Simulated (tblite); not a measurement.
Run record: tight-binding relaxation, `[CH2]OC[SiH2][SiH3]` [radical].

Computed with GFN2-xTB geometry optimisation, gas phase (tblite 0.8.0). Start geometry: from a force field or distance geometry. A driver script takes a list of jobs; this job's settings line and coordinates (Å) are shown.

Command:
```bash
OMP_NUM_THREADS=1 python probes_run.py task.json out
```

Input:
```
{"job": {"kind": "relax", "xc": "GFN2-xTB", "basis": "xTB"}, "charge": 0, "multiplicity": 2}
C     -2.488300     0.538600    -0.536500
O     -1.124000     0.546300    -0.279900
C     -0.913100    -0.471000     0.679200
Si     0.867400    -0.599400     1.137800
Si     2.218500     0.427600    -0.272000
H     -2.990000    -0.219100     0.130600
H     -2.935500     1.527100    -0.207000
H     -1.260300    -1.450800     0.261700
H     -1.500700    -0.304400     1.608100
H      1.136000    -0.004900     2.485900
H      1.274400    -2.004400     1.205600
H      2.338800    -0.266700    -1.569500
H      1.809200     1.837100    -0.427800
H      3.567000     0.443400     0.321700
```

Output:
```
step      E/eV     max force
  0    -442.26134    2.776
  1    -442.52058    1.559
  2    -442.67348    1.214
  3    -442.75352    0.952
  4    -442.86675    0.530
  5    -442.89614    0.495
  6    -442.93104    0.481
  7    -442.96752    0.531
  8    -443.00180    0.579
  9    -443.02994    0.433
... (152 lines left out)
162    -443.20687    0.052
163    -443.20698    0.028
164    -443.20708    0.020
165    -443.20715    0.019
166    -443.20719    0.019
167    -443.20723    0.020
168    -443.20727    0.016
169    -443.20729    0.014
170    -443.20731    0.011
171    -443.20732    0.010
```

«max force» is the largest atomic force in eV/Å.

From which step on does the largest force stay under 0.1 eV/Å, and how much energy is left to gain from there?

From step 153 (0.093 eV/Å), 3.5 meV above the end.

Summary of the converged run: energy lowered by 21.8 kcal/mol over 171 steps; largest atomic force 0.010 eV/Å at the end.

Where do the atoms end?

0.858 Å rms from the input after alignment:
```
atom  x, y, z in Å
C1    -2.2481    0.7557    0.0302
O2    -1.3373   -0.1042   -0.4806
C3    -0.8366   -1.1027    0.3831
Si4    0.6963   -0.3670    1.2870
Si5    2.0996    0.5081   -0.3249
H6    -2.5583    0.6614    1.0549
H7    -2.3314    1.6829   -0.5010
H8    -0.5648   -1.9493   -0.2501
H9    -1.6139   -1.4385    1.0755
H10    0.1365    0.6357    2.2066
H11    1.2235   -1.4361    2.1462
H12    1.6882    0.1636   -1.6876
H13    2.1735    1.9712   -0.2502
H14    3.4721    0.0188   -0.1511
```

Time: 0.87 s. Hardware: one thread, Arm Neoverse V2 (aarch64), shared host.
Labels such as C1 count atoms from 1, the log's own numbers from 0.
